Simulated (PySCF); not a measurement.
A structure optimised at B3LYP-D3(BJ)/def2-SVPD, used in a PySCF frequency run:

```xyz
6

O      0.0000     1.1715    -0.7241
B      0.0000     0.0000     0.1083
O      0.0000    -1.1715    -0.7241
O      0.0000     0.0000     1.4070
H      0.0000     1.9086    -0.1058
H      0.0000    -1.9086    -0.1058
```
Charge -1, spin multiplicity 1.

**Question.** Write its SMILES, formula and point group.

**Answer.** [O-]B(O)O, BH2O3, C2v

**Question.** What are its rotational constants (standard atomic weights)?

**Answer.** 10.399, 9.8588, 5.0608 GHz
